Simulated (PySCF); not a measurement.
Diatomics of I with the second period

r²SCAN with double-zeta basis sets in PySCF, for the lowest determinant that a PBE0 search found; no spin–orbit coupling. De refers to high-spin ground-configuration atoms. A positive dipole means M(−)I(+).

| M | basis | state (unpaired electrons) | Re (Å) | ωe (cm⁻¹) | De (eV) | μ (D) |
| --- | --- | --- | --- | --- | --- | --- |
| Li | def2-SVP | singlet (closed shell) | 2.400 | 491 | 3.81 | -7.47 |
| Be | def2-SVP | doublet (σ ↑) | 2.212 | 594 | 3.06 | -0.63 |
| B | x2c-SVPall | singlet (closed shell) | 2.140 | 584 | 3.82 | 1.63 |
| C | x2c-SVPall | doublet (π ↑) | 2.050 | 629 | 3.05 | 1.87 |
| O | x2c-SVPall | doublet (π ↑) | 1.933 | 646 | 2.37 | 2.36 |
| F | def2-SVP | singlet (closed shell) | 1.953 | 611 | 2.68 | 2.15 |

The shortest bond is that of IO (1.933 Å), the longest that of LiI (2.400 Å).

The rows differ in basis set, which adds steps of its own.

The state changes along the series, so neighbouring rows are not always alike in their bonding.

These are scalar-relativistic numbers at best; spin–orbit coupling would shift them, the dissociation energy most. States were picked by a PBE0 search and need not be the measured ground states.
